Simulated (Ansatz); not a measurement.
C2H6Be, charge -1, doublet, geometry from GFN2-xTB (such geometries of metal compounds can be far from the true shape) (a state made from the parent by changing its charge; the spin is typed, not shown lowest) (a gas-phase anion, which may not be bound at this level). Base run: SVWN5/def2-TZVP run with Ansatz (an electronic-structure program).

Geometry (Å):
```xyz
9

Be    -0.4933     0.6412    -0.5161
C      1.2457     0.0625    -0.9002
H      1.2636    -1.0334    -1.0174
H      1.9112     0.2691    -0.0460
H      1.7908     0.4496    -1.7825
C     -1.1280    -0.2155     1.0234
H     -1.1113    -1.3087     0.8828
H     -2.1388     0.0028     1.4183
H     -0.4484    -0.0262     1.8703
```
Charge -1, spin multiplicity 2.
Orbitals are unrestricted.
All else is at Ansatz's defaults.
Base energy -93.57192 Eh.

Each row names what was changed in the base input (with any setting that the change needs).

```
change                                                            ΔE vs base (kcal/mol)
----------------------------------------------------------------  ---------------------
base                                                                              0.000
lower_state_search = light                                                        0.000
accuracy = high                                                                   0.001
point_charge = charge:-1.0 position_ang:-1.1689, -2.9082, 4.7955                  51.81
final_grid = 4, 8, 17                                                             0.072
final_grid = 6, 12, 29                                                           -0.001
nuclear_model = gaussian                                                          0.004
forces = on                                                                       0.000
point_charge = charge:1.0 position_ang:1.5151, -3.8793, -3.8047                  -57.77
lower_state_search = full                                                         0.000
final_grid = 14, 28, 59                                                           0.000
```

A gas-phase anion may not be bound at this level; its values then depend on the basis.
